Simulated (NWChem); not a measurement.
The numbers come from NWChem runs, not from measurements. System: HCl2Ga, charge 0, spin multiplicity 1, at a geometry optimised with PBE0/def2-SVP. The structure started from a generated list of species. Level: TD-BHandHLYP/def2-SVPD.

The NWChem input:

```
start mol
memory heap 200 mb stack 900 mb global 1100 mb
geometry units angstroms nocenter noautoz
  Ga     0.000000     0.000000     0.565630
  H      0.000000     0.000000     2.113044
  Cl    -1.805355     0.000000    -0.577870
  Cl     1.805355     0.000000    -0.577870
  symmetry group C2v
end
basis spherical
  * library def2-svpd
end
dft
  xc bhlyp
  semidirect memsize 60000000 filesize 0
  iterations 100
end
tddft
  rpa
  nroots 8
  notriplet
  thresh 1e-4
end
task tddft energy
```

Output (cleaned and shortened):

```
             Northwest Computational Chemistry Package (NWChem) 7.3.0
             --------------------------------------------------------

                                NWChem Input Module
                                -------------------

 Scaling coordinates for geometry "geometry" by  1.889725989
 (inverse scale =  0.529177249)

 Turning off AUTOSYM since
 SYMMETRY directive was detected!

                             Geometry "geometry" -> ""
                             -------------------------

 Output coordinates in angstroms (scale by  1.889725989 to convert to a.u.)

  No.       Tag          Charge          X              Y              Z
 ---- ---------------- ---------- -------------- -------------- --------------
    1 Ga                  31.0000     0.00000000     0.00000000     0.56563000
    2 H                    1.0000     0.00000000     0.00000000     2.11304400
    3 Cl                  17.0000    -1.80535500     0.00000000    -0.57787000
    4 Cl                  17.0000     1.80535500     0.00000000    -0.57787000

 Effective nuclear repulsion energy (a.u.)     319.5031044815

            Nuclear Dipole moment (a.u.)
            ----------------------------
        X                 Y               Z
 ---------------- ---------------- ----------------
     0.0000000000     0.0000000000    -0.0000113384

      Symmetry information
      --------------------

 Group name             C2v
 Group number             16
 Group order               4
 No. of unique centers     3

      Symmetry unique atoms

     1    2    3


 Summary of "ao basis" -> "" (spherical)
 ------------------------------------------------------------------------------
       Tag                 Description            Shells   Functions and Types
 ---------------- ------------------------------  ------  ---------------------
 *                         def2-svpd                  on all atoms

                                 NWChem DFT Module
                                 -----------------

 Summary of "ao basis" -> "ao basis" (spherical)
 ------------------------------------------------------------------------------
       Tag                 Description            Shells   Functions and Types
 ---------------- ------------------------------  ------  ---------------------
 Ga                        def2-svpd                14       38   6s4p4d
 H                         def2-svpd                 4        8   2s2p
 Cl                        def2-svpd                11       27   5s4p2d

 Summary of "ao basis" -> "ao basis" (spherical)
 ------------------------------------------------------------------------------
       Tag                 Description            Shells   Functions and Types
 ---------------- ------------------------------  ------  ---------------------
 Ga                        def2-svpd                14       38   6s4p4d
 H                         def2-svpd                 4        8   2s2p
 Cl                        def2-svpd                11       27   5s4p2d

      Symmetry analysis of basis
      --------------------------

        a1         41
        a2         12
        b1         29
        b2         18

            General Information
            -------------------
          SCF calculation type: DFT
          Wavefunction type:  closed shell.
          No. of atoms     :     4
          No. of electrons :    66
           Alpha electrons :    33
            Beta electrons :    33
          Charge           :     0
          Spin multiplicity:     1
          Use of symmetry is: off; symmetry adaption is: on
          Maximum number of iterations: 100
          AO basis - number of functions:   100
                     number of shells:    40
          Convergence on energy requested:  1.00D-06
          Convergence on density requested:  1.00D-05
          Convergence on gradient requested:  5.00D-04

              XC Information
              --------------
                        BHLYP Method XC Functional
                     Hartree-Fock (Exact) Exchange  0.500
                        Slater Exchange Functional  0.500 local
                    Becke 1988 Exchange Functional  0.500 non-local
              Lee-Yang-Parr Correlation Functional  1.000

             Grid Information
             ----------------
          Grid used for XC integration:  medium
          Radial quadrature: Mura-Knowles
          Angular quadrature: Lebedev.
          Tag              B.-S. Rad. Rad. Pts. Rad. Cut. Ang. Pts.
          ---              ---------- --------- --------- ---------
          Ga                  1.30      112          11.0       590
          H                   0.35       45          11.0       434
          Cl                  1.00       88          13.0       590
          Grid pruning is: on
          Number of quadrature shells:   333
          Spatial weights used:  Erf1

          Convergence Information
          -----------------------
          Convergence aids based upon iterative change in
          total energy or number of iterations.
          Levelshifting, if invoked, occurs when the
          HOMO/LUMO gap drops below (HL_TOL):  1.00D-02
          DIIS, if invoked, will attempt to extrapolate
          using up to (NFOCK): 10 stored Fock matrices.

                    Damping( 0%)  Levelshifting(0.5)       DIIS
                  --------------- ------------------- ---------------
          dE  on:    start            ASAP                start
          dE off:    2 iters        100 iters           100 iters

      Screening Tolerance Information
[...]
     Dipole Oscillator Strength                    0.0047502733
     Electric Quadrupole                           0.0000001472
     Magnetic Dipole                               0.0000027539
     Total Oscillator Strength                     0.0047531744

          sigma_e =   1.9458 Angstrom
          sigma_h =   2.1619 Angstrom
         |d_h->e| =   0.5393 Angstrom
            d_exc =   2.8762 Angstrom
            d_CD1 =   0.7554 Angstrom
            d_CD2 =  -1.5145 Angstrom
            d_CD3 =   3.4155 Angstrom
     Pearson C.C. =   0.0568

     Occ.   29  a1  ---  Virt.   34  b2   0.06987 X
     Occ.   32  a1  ---  Virt.   34  b2   0.99020 X
     Occ.   32  a1  ---  Virt.   41  b2  -0.06066 X
  ----------------------------------------------------------------------------
  Root   2 singlet a2             0.240698138 a.u.                6.5497 eV
  ----------------------------------------------------------------------------
     Transition Moments    X -0.00000   Y -0.00000   Z  0.00000
     Transition Moments   XX  0.00000  XY -0.13174  XZ  0.00000
     Transition Moments   YY  0.00000  YZ -0.00000  ZZ -0.00000
     Dipole Oscillator Strength                    0.0000000000
     Electric Quadrupole                           0.0000000013
     Magnetic Dipole                               0.0000003325
     Total Oscillator Strength                     0.0000003338

          sigma_e =   1.9492 Angstrom
          sigma_h =   2.1102 Angstrom
         |d_h->e| =   1.0760 Angstrom
            d_exc =   2.9867 Angstrom
            d_CD1 =   1.2370 Angstrom
            d_CD2 =  -0.9538 Angstrom
            d_CD3 =   4.0627 Angstrom
     Pearson C.C. =   0.0595

     Occ.   33  b1  ---  Virt.   34  b2  -0.99155 X
     Occ.   33  b1  ---  Virt.   41  b2   0.07385 X
     Occ.   33  b1  ---  Virt.   42  b2   0.05388 X
  ----------------------------------------------------------------------------
  Root   3 singlet b1             0.256472750 a.u.                6.9790 eV
  ----------------------------------------------------------------------------
     Transition Moments    X  0.19405   Y  0.00000   Z  0.00000
     Transition Moments   XX -0.00000  XY  0.00000  XZ -1.05728
     Transition Moments   YY  0.00000  YZ  0.00000  ZZ -0.00000
     Dipole Oscillator Strength                    0.0064383756
     Electric Quadrupole                           0.0000001004
     Magnetic Dipole                               0.0000001246
     Total Oscillator Strength                     0.0064386006

          sigma_e =   2.0449 Angstrom
          sigma_h =   2.0961 Angstrom
         |d_h->e| =   0.9674 Angstrom
            d_exc =   2.9985 Angstrom
            d_CD1 =   1.0185 Angstrom
            d_CD2 =  -1.1031 Angstrom
            d_CD3 =   3.9659 Angstrom
     Pearson C.C. =   0.0607

     Occ.   28  b1  ---  Virt.   35  a1   0.09432 X
     Occ.   31  a2  ---  Virt.   34  b2  -0.83631 X
     Occ.   31  a2  ---  Virt.   41  b2   0.05674 X
     Occ.   33  b1  ---  Virt.   35  a1   0.51087 X
     Occ.   33  b1  ---  Virt.   36  a1  -0.06756 X
     Occ.   33  b1  ---  Virt.   45  a1   0.09918 X
  ----------------------------------------------------------------------------
  Root   4 singlet b1             0.267157634 a.u.                7.2697 eV
  ----------------------------------------------------------------------------
     Transition Moments    X -0.67856   Y -0.00000   Z  0.00000
     Transition Moments   XX  0.00000  XY  0.00000  XZ  0.49904
     Transition Moments   YY -0.00000  YZ -0.00000  ZZ  0.00000
     Dipole Oscillator Strength                    0.0820070222
     Electric Quadrupole                           0.0000000253
     Magnetic Dipole                               0.0000000161
     Total Oscillator Strength                     0.0820070636

          sigma_e =   2.2404 Angstrom
          sigma_h =   2.1025 Angstrom
         |d_h->e| =   0.9167 Angstrom
            d_exc =   2.9919 Angstrom
            d_CD1 =   1.0545 Angstrom
            d_CD2 =  -1.2548 Angstrom
            d_CD3 =   3.9085 Angstrom
     Pearson C.C. =   0.1410

     Occ.   28  b1  ---  Virt.   35  a1  -0.17822 X
     Occ.   31  a2  ---  Virt.   34  b2   0.48290 X
     Occ.   32  a1  ---  Virt.   37  b1  -0.22426 X
     Occ.   32  a1  ---  Virt.   44  b1   0.05777 X
     Occ.   32  a1  ---  Virt.   50  b1   0.07691 X
     Occ.   33  b1  ---  Virt.   35  a1   0.80257 X
     Occ.   33  b1  ---  Virt.   36  a1  -0.07992 X
     Occ.   33  b1  ---  Virt.   40  a1   0.08198 X
  ----------------------------------------------------------------------------
  Root   5 singlet a2             0.267877192 a.u.                7.2893 eV
  ----------------------------------------------------------------------------
     Transition Moments    X -0.00000   Y  0.00000   Z  0.00000
     Transition Moments   XX -0.00000  XY -1.88687  XZ  0.00000
     Transition Moments   YY -0.00000  YZ -0.00000  ZZ  0.00000
     Dipole Oscillator Strength                    0.0000000000
     Electric Quadrupole                           0.0000003644
     Magnetic Dipole                               0.0000007601
     Total Oscillator Strength                     0.0000011246

          sigma_e =   2.2610 Angstrom
          sigma_h =   2.0858 Angstrom
         |d_h->e| =   0.7525 Angstrom
            d_exc =   2.9964 Angstrom
            d_CD1 =   0.9277 Angstrom
            d_CD2 =  -1.4209 Angstrom
            d_CD3 =   3.7489 Angstrom
     Pearson C.C. =   0.1114

     Occ.   30  b2  ---  Virt.   37  b1  -0.12526 X
     Occ.   30  b2  ---  Virt.   50  b1   0.05069 X
     Occ.   31  a2  ---  Virt.   35  a1  -0.96796 X
     Occ.   31  a2  ---  Virt.   36  a1   0.11529 X
     Occ.   31  a2  ---  Virt.   40  a1  -0.08538 X
     Occ.   31  a2  ---  Virt.   45  a1  -0.11245 X
  ----------------------------------------------------------------------------
  Root   6 singlet a1             0.269548535 a.u.                7.3348 eV
  ----------------------------------------------------------------------------
     Transition Moments    X  0.00000   Y -0.00000   Z  0.62785
     Transition Moments   XX  0.11932  XY  0.00000  XZ -0.00000
     Transition Moments   YY -0.77969  YZ -0.00000  ZZ  1.67697
     Dipole Oscillator Strength                    0.0708354724
     Electric Quadrupole                           0.0000001611
     Magnetic Dipole                               0.0000000000
     Total Oscillator Strength                     0.0708356335

          sigma_e =   2.2521 Angstrom
          sigma_h =   2.1245 Angstrom
         |d_h->e| =   0.6327 Angstrom
            d_exc =   3.0022 Angstrom
            d_CD1 =   0.7603 Angstrom
            d_CD2 =  -1.5556 Angstrom
            d_CD3 =   3.6349 Angstrom
     Pearson C.C. =   0.1016

     Occ.   29  a1  ---  Virt.   35  a1   0.13716 X
     Occ.   30  b2  ---  Virt.   34  b2   0.38340 X
     Occ.   32  a1  ---  Virt.   35  a1  -0.87945 X
     Occ.   32  a1  ---  Virt.   36  a1   0.13009 X
     Occ.   32  a1  ---  Virt.   40  a1  -0.06244 X
     Occ.   32  a1  ---  Virt.   45  a1  -0.08899 X
     Occ.   33  b1  ---  Virt.   37  b1   0.12234 X
  ----------------------------------------------------------------------------
  Root   7 singlet a1             0.280232499 a.u.                7.6255 eV
  ----------------------------------------------------------------------------
     Transition Moments    X -0.00000   Y -0.00000   Z -0.61329
     Transition Moments   XX  2.35069  XY -0.00000  XZ -0.00000
     Transition Moments   YY -1.03994  YZ -0.00000  ZZ -0.10931
     Dipole Oscillator Strength                    0.0702686110
     Electric Quadrupole                           0.0000003597
     Magnetic Dipole                               0.0000000000
     Total Oscillator Strength                     0.0702689706

          sigma_e =   2.0422 Angstrom
          sigma_h =   2.0456 Angstrom
         |d_h->e| =   0.9731 Angstrom
            d_exc =   2.9782 Angstrom
            d_CD1 =   0.9765 Angstrom
            d_CD2 =  -1.0708 Angstrom
            d_CD3 =   3.9513 Angstrom
     Pearson C.C. =   0.0518

     Occ.   27  a1  ---  Virt.   35  a1  -0.06011 X
     Occ.   28  b1  ---  Virt.   37  b1  -0.05654 X
     Occ.   29  a1  ---  Virt.   35  a1  -0.23487 X
     Occ.   29  a1  ---  Virt.   45  a1  -0.06592 X
     Occ.   30  b2  ---  Virt.   34  b2   0.88949 X
     Occ.   30  b2  ---  Virt.   41  b2  -0.05712 X
     Occ.   32  a1  ---  Virt.   35  a1   0.34279 X
     Occ.   32  a1  ---  Virt.   45  a1   0.06794 X
  ----------------------------------------------------------------------------
  Root   8 singlet b2             0.287111378 a.u.                7.8127 eV
  ----------------------------------------------------------------------------
     Transition Moments    X  0.00000   Y  0.41595   Z -0.00000
     Transition Moments   XX  0.00000  XY  0.00000  XZ -0.00000
     Transition Moments   YY  0.00000  YZ -1.19488  ZZ -0.00000
     Dipole Oscillator Strength                    0.0331161201
     Electric Quadrupole                           0.0000001799
     Magnetic Dipole                               0.0000005696
     Total Oscillator Strength                     0.0331168696

          sigma_e =   2.2099 Angstrom
          sigma_h =   2.0741 Angstrom
         |d_h->e| =   0.6335 Angstrom
            d_exc =   2.8756 Angstrom
            d_CD1 =   0.7693 Angstrom
            d_CD2 =  -1.5085 Angstrom
            d_CD3 =   3.5091 Angstrom
     Pearson C.C. =   0.1437

     Occ.   27  a1  ---  Virt.   34  b2   0.05960 X
     Occ.   29  a1  ---  Virt.   34  b2  -0.45097 X
     Occ.   30  b2  ---  Virt.   35  a1  -0.84385 X
     Occ.   30  b2  ---  Virt.   36  a1   0.11220 X
     Occ.   30  b2  ---  Virt.   40  a1  -0.08146 X
     Occ.   30  b2  ---  Virt.   45  a1  -0.08657 X
     Occ.   31  a2  ---  Virt.   37  b1  -0.18024 X
     Occ.   31  a2  ---  Virt.   44  b1   0.05418 X
     Occ.   31  a2  ---  Virt.   50  b1   0.06280 X
     Occ.   32  a1  ---  Virt.   34  b2   0.07177 X

              Target root =      1
          Target symmetry = none
      Ground state energy =  -2845.414936722809
        Excitation energy =      0.237302423653
     Excited state energy =  -2845.177634299156

  stored tddft:energy   -2845.1776342991557

 Task  times  cpu:       73.8s     wall:       73.8s

 Total times  cpu:       73.9s     wall:       73.9s
```
